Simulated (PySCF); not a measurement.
Si(F)3(vinyl) (C2H3F3Si), SMILES F[Si](F)(C=C)F.

Geometry optimised at TPSSh-D3(BJ)/def2-SVP. The values are those of a single conformer.

These are TDDFT-PBE0/def2-SVPD in PySCF values and carry that method's errors.

Vertical excitations. Isolated molecule, no solvent. State labels are in the subgroup Cs.

Computed excitation energies, oscillator strengths and character:
| state | symmetry | energy (eV) | λ (nm) | f | main pairs |
|---|---|---|---|---|---|
| S1 | A" | 6.99 | 177 | 0.002 | HOMO−1→LUMO 99 % |
| S2 | A' | 7.40 | 167 | 0.370 | HOMO→LUMO 97 % |
| S3 | A" | 8.03 | 154 | 0.052 | HOMO→LUMO+1 90 % |
| S4 | A" | 8.57 | 145 | 0.000 | HOMO→LUMO+2 88 % |
| S5 | A" | 8.82 | 141 | 0.001 | HOMO−3→LUMO 87 % |
| S6 | A" | 9.08 | 137 | 0.000 | HOMO→LUMO+3 92 % |
| S7 | A' | 9.29 | 133 | 0.016 | HOMO−1→LUMO+1 94 % |
| S8 | A' | 9.51 | 130 | 0.004 | HOMO−2→LUMO 99 % |
| S9 | A" | 9.56 | 130 | 0.009 | HOMO→LUMO+4 97 % |
| S10 | A" | 9.67 | 128 | 0.000 | HOMO−4→LUMO 87 % |
| T1 | A' | 4.14 | 299 | 0 | HOMO→LUMO 98 % |
| T2 | A" | 6.33 | 196 | 0 | HOMO−1→LUMO 98 % |
| T3 | A" | 7.83 | 158 | 0 | HOMO→LUMO+1 85 % |
| T4 | A" | 8.15 | 152 | 0 | HOMO−3→LUMO 87 % |
Triplets are in the Tamm–Dancoff approximation, which puts them higher than full response would, so one can lie above its singlet here.
